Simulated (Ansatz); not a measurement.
`C[Se][Se]C` + arsine → `C[Se][AsH2]` + `C[SeH]` at 700 K and 1 bar (ligand exchange at the Se–Se bond).

Gas-phase electronic energies from Ansatz, PBE0-D4/def2-TZVP geometries. CCSD(T)/CBS adds triple-zeta CCSD(T) − MP2 to the extrapolated MP2 energy (def2 sets, frozen cores). For As, Se outer-core shells are correlated without core-valence functions, which leaves a few kJ/mol of doubt a bond. Scalar relativity is left out up to krypton. Each species was taken in one conformer, which may not be the lowest.

| species | CCSD(T)/CBS energy (Eh) | H − E (kJ/mol) | S (J/(mol·K)) |
| --- | --- | --- | --- |
| `C[Se][Se]C` | -4881.13983 | 270.7 | 464.7 |
| `[AsH3]` | -2236.79077 | 87.1 | 262.7 |
| `C[Se][AsH2]` | -4676.77761 | 201.4 | 426.5 |
| `C[SeH]` | -2441.15625 | 157.6 | 325.3 |

H − E and S are ideal-gas, rigid-rotor, harmonic terms from PBE0-D4/def2-TZVP, for one conformer and one mirror image of each species. 1 Eh = 2625.50 kJ/mol, R = 8.31446 J/(mol·K).

By hand: ΔE, ΔH, ΔS and ΔG.

ΔE = (-4676.77761) + (-2441.15625) − (-4881.13983) − (-2236.79077) = -0.00326 Eh = -8.6 kJ/mol. Δ(H − E) = 201.4 + 157.6 − 270.7 − 87.1 = 1.2, so ΔH = -7.4 kJ/mol. ΔS = 426.5 + 325.3 − 464.7 − 262.7 = 24.4 J/(mol·K). ΔG = -7.4 − 700 × (24.4)/1000 = -24.5 kJ/mol.

By hand: the equilibrium constant, and the temperature at which ΔG would vanish if ΔH and ΔS stayed fixed.

log₁₀ K = −ΔG/(RT ln 10) = 1.8. ΔH and −TΔS have one sign here, so there is no such temperature.

TΔS isn't small against ΔH here. A doubt of 5 kJ/mol in ΔE shifts log₁₀ K by 0.4 here. Other conformers and mirror images would add mixing entropy, several J/(mol·K) or more a flexible species. These are equilibria of isolated gas molecules and say nothing of rates. Largest T1 diagnostic: 0.011 (customary marks: 0.02 for closed shells, 0.045 for open ones).
